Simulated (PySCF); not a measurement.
C7H12NS (charge -1).
SMILES with atom numbers: `[CH3:1][CH2:2][CH2:3][CH2:4][C@@:5]([CH3:6])([S-:7])[C:8]#[N:9]` (hydrogens: H10, H11, H12 on C1; H13, H14 on C2; H15, H16 on C3; H17, H18 on C4; H19, H20, H21 on C6)

Computed geometry: GFN2-xTB, gas phase.

**Question.** What internal coordinates does the optimisation give?

**Answer.** 
| bond | length (Å) | order |
| --- | --- | --- |
| C1–C2 | 1.524 | single |
| C2–C3 | 1.525 | single |
| C3–C4 | 1.524 | single |
| C4–C5 | 1.539 | single |
| C5–C6 | 1.533 | single |
| C5–S7 | 1.829 | single |
| C5–C8 | 1.434 | single |
| C8≡N9 | 1.153 | triple |
| C1–H10, C1–H11, C1–H12 | 1.089 | single |
| C2–H13 | 1.095 | single |
| C2–H14 | 1.094 | single |
| C3–H15 | 1.093 | single |
| C3–H16 | 1.094 | single |
| C4–H17 | 1.099 | single |
| C4–H18 | 1.094 | single |
| C6–H19, C6–H20, C6–H21 | 1.091 | single |

Bonds in one row agree within 0.01 Å and their mean is given. Orders are formal, as drawn. A selection of angles:
| angle | degrees |
| --- | --- |
| C1–C2–C3 | 111.6 |
| C2–C3–C4 | 112.6 |
| C3–C4–C5 | 111.9 |
| C4–C5–C6 | 110.5 |
| C4–C5–S7 | 111.9 |
| C4–C5–C8 | 111.4 |
| C6–C5–S7 | 110.6 |
| C6–C5–C8 | 110.4 |
| S7–C5–C8 | 101.8 |
| C5–C8–N9 | 176.9 |

Dihedral angles: C1–C2–C3–C4 -178° (antiperiplanar); C2–C3–C4–C5 174° (antiperiplanar); C3–C4–C5–C6 179° (antiperiplanar).

The C–C distances run from 1.434 Å (C5–C8, drawn single) to 1.539 Å (C4–C5, drawn single), a spread of 0.105 Å. Of the pairs four or more bonds apart, S7···H15 is among the closest relative to their van der Waals radii: 2.62 Å, 87 % of the sum of Bondi's values.

Point group: C1 (no symmetry element, even within 0.4 Å). Stationary, but not proved a minimum.

One conformer stands for the species.
